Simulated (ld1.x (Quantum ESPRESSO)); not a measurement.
selenium (Se): one change to a TM potential, before and after

ld1.x (Quantum ESPRESSO) 7.5 input, shortened:

```
&input
   title='Se', zed=34., rel=1, dft='BP', iswitch=3,
   config='[Ar] 3d10 4s2 4p3'
 /
 &inputp
   pseudotype=2, tm=.true., lloc=1,
   nlcc=.true.
 /
3
4S  1  0   2.00   0.00  1.35  1.35  0.0
3D  3  2  10.00   0.00  0.70  0.70  0.0
4P  2  1   3.00   0.00  1.65  1.65  0.0
 &test
   configts(1)='3d10 4s2 4p3'
 /
```

Change: all radii but the core radius scaled by about 1.35 (s 1.82, p 2.22, d 0.94 bohr).

Cutoffs: the cutoffs (Ry, on a coarse ladder) from which the occupation-weighted sum of valence levels, in a spherical-Bessel basis at the reference potential, stays within 10 and 1 mRy of its value at 400 Ry; they do not see the model core or the augmentation charge, which bear on the density cutoff. Errors are all-electron minus pseudo energies relative to the spin-unpolarised reference configuration.

Question: What does the change do?

Answer: Of the 7 tests that both files solve, the error grows in 4 and shrinks in 2 by more than 15 % and 0.3 meV (median size 2.8 → 4.2 meV); neither file shows a bound ghost.

```tsv
quantity	base	changed
cutoff, loose	over 300 Ry	300 Ry
cutoff, tight	over 300 Ry	over 300 Ry
loose cutoff by channel (10 mRy a level)	s 35 Ry, d over 300 Ry, p 15 Ry	s 18 Ry, d 260 Ry, p 8 Ry
bound ghosts	none	none
error for 3d10 4s2 4p4, meV [ΔE -10.96 eV]	+2.8	+4.2
error for 3d10 4s2 4p2, meV [ΔE 20.49 eV]	-2.3	-2.0
error for 3d10 4s2 4p1, meV [ΔE 51.52 eV]	-7.7	-13
error for 3d9 4s2 4p5, meV [ΔE 40.74 eV]	-1553	-1182
error for 3d10 4s2 4p3.5, meV [ΔE -6.60 eV]	+1.3	+1.7
error for 3d10 4s1 4p5, meV [ΔE -0.06 eV]	-2.1	-1.4
error for 3d10 4s2 4p0, meV [ΔE 93.90 eV]	-30	-70
```
